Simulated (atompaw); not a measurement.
# u(r) = r·R(r): atom against pseudo-atom (tellurium)

Columns: radius, all-electron u(r) and pseudo u(r) of the 5p shell (level -9.71 eV) of tellurium in the configuration [Kr] 4d10 5s2 5p3.5; PBEsol, scalar-relativistic, PAW (atompaw) scheme, atompaw 4.2.0.5.

```tsv
r (bohr)	all-electron	pseudo
0.098	-0.0767	0.0053
0.196	0.1856	0.0210
0.294	0.1543	0.0466
0.392	-0.0432	0.0811
0.490	-0.2236	0.1234
0.588	-0.3154	0.1720
0.687	-0.3161	0.2259
0.785	-0.2500	0.2823
0.883	-0.1446	0.3400
0.981	-0.0218	0.3971
1.079	0.1034	0.4523
1.177	0.2218	0.5041
1.275	0.3282	0.5513
1.373	0.4204	0.5930
1.471	0.4977	0.6287
1.569	0.5605	0.6578
1.667	0.6100	0.6805
1.765	0.6473	0.6969
1.863	0.6738	0.7073
1.962	0.6909	0.7122
2.060	0.6996	0.7122
2.158	0.7014	0.7080
2.256	0.6973	0.7002
2.354	0.6882	0.6891
2.452	0.6752	0.6753
2.550	0.6590	0.6590
```

Problem. How many radial nodes do the two functions have?

Solution. The all-electron 5p function has n − l − 1 = 3; the pseudo-wave has 0, since the states of the same l below it are removed with the core.

Problem. Where does each function peak?

Solution. Outermost all-electron maximum near 2.16 bohr, pseudo maximum near 1.96 bohr (to the table’s step).

Problem. Is the pseudo-wave norm-conserving?

Solution. No, it belongs to a PAW set: the norm inside the radius is not constrained, and the difference is carried by the augmentation charge.
